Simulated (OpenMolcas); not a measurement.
# Tm2+ in Cs2NaYF6

Tm2+ with its 6 nearest fluoride ions at 2.283 Å, on the Y site of Cs2NaYF6 (a = 9.075 Å, distance in the model lattice 2.178 Å). The rest of the host is ab initio model potentials to 7.6 Å, with orthogonalisation functions on the cations behind the ligands, and point charges beyond; the distance is set by hand and nothing relaxes, and no local charge compensation is placed. Ligand basis ANO-RCC-VDZP.

```
Program             : OpenMolcas 26.06
Method              : CASSCF
Basis               : ANO-RCC-VDZP [7s6p4d2f1g]
Scalar Hamiltonian  : DKH2, point nucleus
Active space        : 13 electrons in 7 orbitals (4f)
State averaging     : 2S+1 = 2 odd, 7 roots
Spin-orbit coupling : RASSI with atomic mean-field integrals over the reference wave functions
```

The lowest spin-free states (labels of O, the rotations of Oh), above the lowest:

```
State  Degeneracy  E (cm-1)
  2T1           3       0.0
  2T2           3     390.1
  2A2           1     622.8
```

The lowest levels with spin-orbit coupling:

| E (cm-1) | Degeneracy | Label | 2S+1 | g |
| --- | --- | --- | --- | --- |
| 0.0 | 2 | Γ6 | 2 | 2.66 2.66 2.66 |
| 243.1 | 4 | Γ8 | 2 |  |
| 528.5 | 2 | Γ7 | 2 | 3.41 3.41 3.41 |
| 8952 | 4 | Γ8 | 2 |  |
| 9288 | 2 | Γ7 | 2 | 1.41 1.41 1.41 |

Powder χT (cm3 K/mol): 0.684 at 2 K, 0.771 at 10 K, 1.21 at 50 K, 1.69 at 100 K, 2.2 at 200 K, 2.38 at 300 K. The effective moment at 300 K is 2.828 √(χT) = 4.36 μB.

Hund's rules give f13 the level 2F7/2 with g = 1.143, so an isolated free-ion multiplet has χT = g² J(J+1) / 8 = 2.571 cm3 K/mol. The computed 2.379 at 300 K differs by -7 %, through the field's splitting, the mixing of terms and any other multiplet in reach.

Stevens parameters of the J = 7/2 multiplet, which is 529 cm-1 wide (cm-1, z along the main axis): B40 = -2.696e-01, B44 = -1.348e+00, B60 = 1.080e-03, B64 = -2.266e-02.

Metal share of the active 4f orbitals (Löwdin): 100, 100, 100, 100, 100, 100, 100 %; Mulliken charge of the metal 1.83.

Without dynamic correlation the ligand-field splitting of an f shell can come out too small, at times by half. No measured value stands beside these numbers; the geometry was set by hand and not optimised.

The RASSCF and RASSI steps took 34 s on 1 thread of Arm Neoverse V2, with other jobs on the host; the integral step is not counted.
